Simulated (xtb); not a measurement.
C₄H₇BO, SMILES C(CB(C)O)#C. All values are semi-empirical tight-binding results from xtb (GFN2-xTB unless named), good for trends rather than for accurate numbers. Geometry: GFN2-xTB. The structure was generated by enumeration, and PubChem lists no compound with its InChIKey, so it may never have been made. The values are those of a single conformer.

Optimised geometry:

```xyz
13

C      2.5483     0.7127     0.2183
C      1.6652    -0.0433    -0.0727
C      0.5004    -0.8436    -0.3766
B     -0.8731    -0.0779    -0.0117
C     -2.2663    -0.8112    -0.2154
O     -0.8676     1.1648     0.4685
H      3.3749     1.3162     0.4489
H      0.5168    -1.0993    -1.4397
H      0.5671    -1.7883     0.1696
H     -3.1038    -0.1330    -0.0832
H     -2.3495    -1.2628    -1.2010
H     -2.3828    -1.6178     0.5059
H     -0.0027     1.5683     0.5885
```
Charge 0, spin multiplicity 1.

Computed properties:
The orbital gap is 5.46 eV and the dipole moment is 0.63 D. The zero-point energy is 62.8 kcal/mol. The G − E(el) at 298.15 K (modified RRHO) is 42.7 kcal/mol, the static polarisability (D4 model) comes out as 61.7 bohr³ and the solvation energy, GFN2-xTB/ALPB(water) is -3.4 kcal/mol. The solvation energy, GFN2-xTB/ALPB(hexane) is -4.9 kcal/mol.

Computed IR lines (harmonic; lines under 4 % of the strongest left out, lines within 3 cm⁻¹ merged):
ν (cm⁻¹): 634 (w), 666 (s), 778 (m), 894 (m), 943 (m), 1011 (w), 1144 (vs), 1228 (s), 1339 (vs), 1389 (w), 2284 (m), 2948 (w), 2968 (w), 3021 (w), 3037 (w), 3059 (w), 3518 (w) (against the strongest line: vs over 80 %, s over 45 %, m over 15 %, w over 4 %, vw less)

Computed atomic charges and the Wiberg bond orders between heavy atoms:
charges (e) C1 -0.14, C2 -0.03, C3 -0.14, B4 0.34, C5 -0.20, O6 -0.43, H7 0.06, H8 0.05, H9 0.05, H10 0.04, H11 0.04, H12 0.04, H13 0.30. Bond orders C1–C2 2.87, C2–C3 1.07, C3–B4 0.94, B4–C5 1.00, B4–O6 1.31.
